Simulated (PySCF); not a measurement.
**`[C@H]1(O)C[C@H](C)[C@@H]1CO`, C6H12O2**

Geometry:
```json
{"atom": "C1", "x (Å)": "-1.637", "y (Å)": "-1.276", "z (Å)": "0.136"}
{"atom": "C2", "x (Å)": "-0.971", "y (Å)": "-0.168", "z (Å)": "-0.662"}
{"atom": "C3", "x (Å)": "-1.155", "y (Å)": "1.231", "z (Å)": "-0.040"}
{"atom": "C4", "x (Å)": "0.296", "y (Å)": "1.171", "z (Å)": "0.476"}
{"atom": "O5", "x (Å)": "1.106", "y (Å)": "2.304", "z (Å)": "0.362"}
{"atom": "C6", "x (Å)": "0.557", "y (Å)": "-0.023", "z (Å)": "-0.471"}
{"atom": "C7", "x (Å)": "1.387", "y (Å)": "-1.176", "z (Å)": "0.080"}
{"atom": "O8", "x (Å)": "2.746", "y (Å)": "-0.823", "z (Å)": "0.182"}
{"atom": "H9", "x (Å)": "-1.325", "y (Å)": "-2.253", "z (Å)": "-0.226"}
{"atom": "H10", "x (Å)": "-2.718", "y (Å)": "-1.202", "z (Å)": "0.032"}
{"atom": "H11", "x (Å)": "-1.390", "y (Å)": "-1.199", "z (Å)": "1.191"}
{"atom": "H12", "x (Å)": "-1.279", "y (Å)": "-0.247", "z (Å)": "-1.707"}
{"atom": "H13", "x (Å)": "-1.932", "y (Å)": "1.324", "z (Å)": "0.715"}
{"atom": "H14", "x (Å)": "-1.288", "y (Å)": "2.014", "z (Å)": "-0.785"}
{"atom": "H15", "x (Å)": "0.350", "y (Å)": "0.884", "z (Å)": "1.529"}
{"atom": "H16", "x (Å)": "1.059", "y (Å)": "2.632", "z (Å)": "-0.543"}
{"atom": "H17", "x (Å)": "1.033", "y (Å)": "0.324", "z (Å)": "-1.394"}
{"atom": "H18", "x (Å)": "1.351", "y (Å)": "-2.032", "z (Å)": "-0.598"}
{"atom": "H19", "x (Å)": "1.001", "y (Å)": "-1.490", "z (Å)": "1.060"}
{"atom": "H20", "x (Å)": "2.804", "y (Å)": "0.014", "z (Å)": "0.660"}
```

Method: TDDFT B3LYP/def2-SVPD circular dichroism and optical rotation, one conformer, gas phase in PySCF 2.14.0. Geometry: GFN2-xTB.

The molecule is flexible and this is one conformer; a measurement averages over conformers. States above about 7.4 eV (minus the energy of the highest occupied orbital) lie near or above the ionisation threshold and depend on the basis.

(1) What are the CIP labels of the stereocentres?

(2) List the lowest 12 singlet excitations with oscillator and rotatory strengths.

## Answers

(1) C2 S, C4 S, C6 R.

(2) Rotatory strengths R in 10⁻⁴⁰ esu² cm², velocity form and length form (origin at the centre of mass); f in length form.
```
state  E (eV)  λ (nm)      f  R (velocity)  R (length)                                    main
    1    6.56     189  0.019          +2.1        +2.3        HOMO→LUMO 0.77, HOMO−1→LUMO 0.14
    2    6.83     182  0.005         +11.5       +11.7      HOMO→LUMO+1 0.45, HOMO→LUMO+2 0.30
    3    6.96     178  0.004         +11.3       +11.0      HOMO−1→LUMO 0.36, HOMO→LUMO+1 0.29
    4    7.08     175  0.008          +0.3        -0.1      HOMO→LUMO+2 0.66, HOMO→LUMO+1 0.18
    5    7.12     174  0.007          -3.3        -3.3  HOMO−1→LUMO+1 0.44, HOMO−1→LUMO+2 0.24
    6    7.29     170  0.006          -8.7        -7.6  HOMO−1→LUMO+2 0.59, HOMO−1→LUMO+1 0.33
    7    7.45     166  0.024         -17.5       -18.2                        HOMO→LUMO+3 0.86
    8    7.60     163  0.003          -0.6        -0.1    HOMO−2→LUMO 0.85, HOMO−1→LUMO+3 0.09
    9    7.68     161  0.005          -0.1        -0.2    HOMO−1→LUMO+3 0.81, HOMO−2→LUMO 0.09
   10    7.84     158  0.005          -1.7        -1.7                      HOMO−2→LUMO+1 0.89
   11    7.98     155  0.004          -7.6        -7.3    HOMO−2→LUMO+2 0.54, HOMO→LUMO+4 0.36
   12    8.01     155  0.015         +41.6       +41.0    HOMO−2→LUMO+2 0.35, HOMO→LUMO+4 0.32
```

For state 4 the two forms differ in sign, so the sign of R isn't settled.

Among the states computed, the strongest CD band (largest |R|) is state 12. The largest dissymmetry factor in size, g = 4R/(D+G), with D and G the electric and magnetic dipole strengths, is +0.033 for state 3 (velocity form, f = 0.004), among bands with |R| over 0.5. The mirror image has the same energies and oscillator strengths and all R with the opposite sign.
